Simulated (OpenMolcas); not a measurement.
Co4+, Rh4+, Ir4+: d⁵ down the group

```yaml
Program: OpenMolcas
Method: SS-CASPT2, IPEA 0.25 Eh, imaginary shift 0.1 Eh
Basis: ANO-RCC-VTZP
Scalar_Hamiltonian: DKH2, point nucleus
Spin-orbit_coupling: RASSI with atomic mean-field integrals over the reference wave functions, term energies averaged over their components
```

Active space for each ion: 5 electrons in 5 orbitals (d); closed shells correlated by CASPT2: Co4+ 3s 3p; Rh4+ 4s 4p; Ir4+ 5s 5p.

Computed levels in cm-1 above ⁶S_5/2:

```json
{"Level": "⁴G_7/2", "Co4+": "39720", "Rh4+": "26920", "Ir4+": "23690"}
{"Level": "⁴G_11/2", "Co4+": "39730", "Rh4+": "27050", "Ir4+": "25150"}
{"Level": "⁴G_9/2", "Co4+": "39750", "Rh4+": "27140", "Ir4+": "26140"}
{"Level": "⁴P_1/2", "Co4+": "44040", "Rh4+": "30620", "Ir4+": "27810"}
{"Level": "⁴D_7/2", "Co4+": "47390", "Rh4+": "31910", "Ir4+": "31080"}
{"Level": "⁴D_1/2", "Co4+": "47560", "Rh4+": "33150", "Ir4+": "35600"}
{"Level": "²I_11/2", "Co4+": "58110", "Rh4+": "39510", "Ir4+": "37010"}
{"Level": "²I_13/2", "Co4+": "58250", "Rh4+": "40260", "Ir4+": "40710"}
{"Level": "²F_7/2(1)", "Co4+": "64070", "Rh4+": "45980", "Ir4+": "52000"}
{"Level": "weight of ⁶S in the lowest level (%)", "Co4+": "100", "Rh4+": "99", "Ir4+": "85"}
```

Mixed levels, with the weight of the term that names them: Rh4+ ⁴P_1/2 (68 %), Rh4+ ⁴D_1/2 (68 %), Rh4+ ²F_7/2(1) (68 %), Ir4+ ⁴G_7/2 (63 %), Ir4+ ⁴P_1/2 (59 %), Ir4+ ⁴D_7/2 (65 %), Ir4+ ⁴D_1/2 (65 %), Ir4+ ²I_11/2 (73 %), Ir4+ ²F_7/2(1) (63 %).

Measured, with the error of the calculation in %. Measured levels: Co4+ from Sugar and Corliss, J. Phys. Chem. Ref. Data 10, 1097 (1981).

| Level | Co4+ |
| --- | --- |
| ⁴G_11/2 | 37218 (+6.8) |
| ⁴P_1/2 | 41024 (+7.4) |
| ⁴D_7/2 | 44709 (+6.0) |
| ⁴D_1/2 | 44908 (+5.9) |
| ²F_7/2(1) | 59455 (+7.8) |

Without spin-orbit coupling ⁴G lies 39730, 27000, 24610 cm-1 above ⁶S in that order; the difference to the level ⁴G_7/2, of either sign, comes from spin-orbit coupling, which also lowers the zero.

CASPT2 breaks the degeneracy within a term, and the mean is taken; among the terms shown or strongly mixed into the levels shown the widest spread is 180 cm-1 (5d⁵ ²I, Ir4+). Terms from blocks run as CI alone lack orbitals of their own. Measured partners are found by configuration, term and J. A level has none where our copy of the source lacks it or the pairing is in doubt (some pairs that miss far off the trend of their configuration count as doubtful), and it then counts in no deviation. Levels of configurations outside the active space are missing.

A number in round brackets counts repeated terms of one configuration in the order of the reference energies.
